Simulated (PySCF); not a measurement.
**Radial density of K⁺ (potassium, charge +1)**

UHF, [Ar], closed-shell 1S. Computed with PySCF 2.14 in aug-cc-pwCVTZ-X2C (9s8p6d3f, 84 functions), with the spin-free X2C one-electron Hamiltonian (Gaussian nucleus).

```
r (bohr)  4πr²ρ (e/bohr)
 0.00117         0.09424
 0.00197          0.2477
 0.00331          0.6396
 0.00557           1.601
 0.00938           3.794
  0.0158           8.200
  0.0265           15.13
  0.0446           21.48
  0.0751           20.62
   0.126           15.76
   0.212           20.84
   0.357           19.62
   0.601           6.275
    1.01           6.597
    1.70           3.870
    2.86          0.3767
    4.81        0.003192
```

Densities and radii are taken from the X2C orbitals without a picture-change correction, which distorts them close to the nucleus.
